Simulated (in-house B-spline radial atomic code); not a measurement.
# Ionising Nb⁶⁺ with different functionals

Computed with an all-electron radial atomic-structure program (B-spline basis): four-component Dirac-Coulomb Hamiltonian, Fermi nucleus of rms radius 4.324 fm, spin-restricted, spherical fractional occupations for the functionals, and exact exchange of hybrids averaged over the configuration. The ionisation energy is the difference of two self-consistent energies, [Ar] 3d10 4s2 4p5 → [Ar] 3d10 4s2 4p4, without Breit or QED terms; ε is the level of the shell that loses the electron (mean over j). The electron is taken from both j subshells in proportion to 2j + 1, so the result is a j average, not the step between ground levels.

```tsv
method	rung	ΔSCF (eV)	-ε(4p) (eV)
PBE0	global hybrid	?	?
B97-1	global hybrid	120.91	113.84
CAM-B3LYP	range-separated hybrid	120.91	115.72
wB97X	range-separated hybrid	?	?
```

Task: What does PBE0 give?

Result: ΔSCF 120.95 eV, and -ε(4p) = 114.27 eV.

Task: What does wB97X give?

Result: ΔSCF 120.74 eV, and -ε(4p) = 116.71 eV.

Task: Among the functionals, which spreads more, the ΔSCF values or the orbital energies?

Result: The orbital energies: ΔSCF values span about 0.21 eV and the orbital energies 2.87 eV; here energy differences depend much less on the functional than eigenvalues do.

Task: How do they compare with the NIST value?

Result: NIST lists 119.1 eV ± 0.4 (measured, ground level to ground level). Errors run from +1.64 to +1.85 eV. The correlated functionals all miss on the same side by more than they spread, so the cause is common to them (Breit-QED terms, spin polarisation, the choice among j levels, multiplet and fine-structure energies, or a listed next ion that isn't the cheapest removal here) and closeness doesn't rank the functionals.
